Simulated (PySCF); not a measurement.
A structure optimised at PBE-D3(BJ)/def2-SVP, used in a PySCF frequency run:

```
B
N 1 1.4159
H 2 1.0171 1 121.69
H 2 1.0182 3 114.40 1 180.00
N 1 1.4159 2 124.73 3 180.00
H 5 1.0171 1 121.69 2 180.00
H 5 1.0182 6 114.40 1 180.00
Cl 1 1.8056 2 117.63 3 0.00
```

Question: Write its SMILES, formula and point group.

Answer: NB(N)Cl, BClH4N2, C2v

Question: What are its rotational constants (standard atomic weights)?

Answer: 8.8693, 4.5607, 3.0119 GHz
